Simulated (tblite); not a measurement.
C₂H₁₀OSSi₂.
Structure used (GFN2-xTB), in Å, numbered top down from 1:
```xyz
16
C2H10OSSi2 angstrom
C     -1.538    1.066    0.984
O     -0.625    0.089    0.558
C     -1.015   -0.583   -0.624
Si     0.381   -1.831   -0.976
S      2.217   -0.769   -1.093
Si     2.060    0.824    0.372
H     -2.511    0.615    1.215
H     -1.122    1.519    1.882
H     -1.682    1.838    0.218
H     -1.978   -1.085   -0.469
H     -1.152    0.136   -1.443
H      0.186   -2.451   -2.279
H      0.416   -2.796    0.119
H      1.701    0.270    1.664
H      1.210    1.880   -0.155
H      3.445    1.286    0.373
```

Computed with GFN2-xTB (tblite): harmonic, unscaled wavenumbers at the GFN2-xTB geometry, gas phase. Against measured fundamentals such values can be off by several per cent, at times by over 20. Modes of hydrogen on silicon can be 10 to 20 % off. One conformer, not necessarily the lowest.

Harmonic wavenumbers (cm⁻¹): 35.0, 76.9, 106.5, 131.5, 154.7, 223.3, 233.2, 317.3, 377.3, 457.1, 485.5, 516.2, 528.4, 564.2, 584.2, 674.4, 740.1, 751.4, 777.4, 793.3, 814.5, 832.9, 974.8, 1101.9, 1134.4, 1154.8, 1199.9, 1294.1, 1406.2, 1468.1, 1486.6, 1494.1, 2288.4, 2298.1, 2325.6, 2327.5, 2364.0, 2866.6, 2900.7, 2903.8, 2928.3, 3026.6.

A = 2170, B = 1526, C = 948.9 MHz; mass 137.999 u (most abundant isotopes); point group C1, symmetry number 1.

Q: Zero-point energy?

A: ½Σν̃ = 24560 cm⁻¹ = 293.80 kJ/mol.

Q: Entropy at 273.15 K, 1 bar (ideal gas, RRHO, classical rotation)?

A: Translation 168.49, rotation 120.31, vibration 115.84: S = 404.6 J/(mol K).

Q: And Cp and H(273.15 K) − H(0)?

A: Cp = 151.57 J/(mol K), of which vibrations give 118.31 (their classical limit is 42 R = 349.2); H(273.15 K) − H(0) = 25.67 kJ/mol without the zero-point energy, 16.59 from vibrations.

Q: Blend soft modes into free rotors: weight 1/[1 + (100 cm⁻¹/ν̃)⁴] for the oscillator and the rest for a rotor with moment μB/(μ + B), μ = h/(8π²ν), B = 10⁻⁴⁴ kg m². What vibrational entropy results?

A: 106.05 J/(mol K) in place of 115.84, which changes −T·S at 273.15 K by +2.67 kJ/mol.

Q: What must be added to the electronic energy to get the Gibbs energy at 273.15 K and 1 bar?

A: ZPE + [H(273.15 K) − H(0)] − T·S = 293.80 + 25.67 − 110.53 = 208.94 kJ/mol.

Q: How do the functions run with temperature in this model?

A: 
```json
{"T (K)": "100", "S (J/(mol K))": "294.0", "Cp (J/(mol K))": "79.6", "H − H(0) (kJ/mol)": "5.57", "G − H(0) (kJ/mol)": "-23.83", "ln q(vib)": "1.95"}
{"T (K)": "200", "S (J/(mol K))": "362.2", "Cp (J/(mol K))": "122.0", "H − H(0) (kJ/mol)": "15.65", "G − H(0) (kJ/mol)": "-56.78", "ln q(vib)": "4.66"}
{"T (K)": "300", "S (J/(mol K))": "419.3", "Cp (J/(mol K))": "161.5", "H − H(0) (kJ/mol)": "29.88", "G − H(0) (kJ/mol)": "-95.92", "ln q(vib)": "7.34"}
{"T (K)": "500", "S (J/(mol K))": "516.6", "Cp (J/(mol K))": "220.4", "H − H(0) (kJ/mol)": "68.49", "G − H(0) (kJ/mol)": "-189.84", "ln q(vib)": "12.51"}
{"T (K)": "800", "S (J/(mol K))": "633.3", "Cp (J/(mol K))": "275.5", "H − H(0) (kJ/mol)": "143.57", "G − H(0) (kJ/mol)": "-363.04", "ln q(vib)": "19.55"}
{"T (K)": "1000", "S (J/(mol K))": "697.5", "Cp (J/(mol K))": "299.9", "H − H(0) (kJ/mol)": "201.24", "G − H(0) (kJ/mol)": "-496.26", "ln q(vib)": "23.76"}
```

q(vib) and H(0) count from the zero-point level.

Hindered rotation and anharmonicity are outside this model. Other conformers, if any are populated, would add a mixing term that is left out. The structure is chiral; the term R ln 2 for an equal mix with its mirror image is left out.
